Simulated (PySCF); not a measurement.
Computed shifts of a molecule C₆H₄N₂, PBE/pcSseg-1 (PySCF), GIAO, gas phase, equivalent atoms averaged, in ppm (number of nuclei): ¹³C: 165.2 (2), 161.6 (1), 124.0 (1), 95.5 (1), 86.2 (1). ¹⁵N: 334.8 (2). ¹H: 9.59 (1), 9.08 (2), 3.80 (1). References: ¹³C against TMS (σ = 182.0 ppm); ¹⁵N against NH3 (σ = 267.0 ppm); ¹H against TMS (σ = 31.49 ppm), references at their B3LYP-D3(BJ)/def2-TZVP geometries, non-relativistic. Coordinates come from a PBE0-D3(BJ)/def2-SVP optimisation. Other conformers were not sampled.

Problem. Which molecule gave these data?
A. N#C/C=C/C=C/C#N
B. C#Cc1cncnc1
C. C#Cc1cnccn1
D. C#Cc1ncccn1

Solution. B, C#Cc1cncnc1
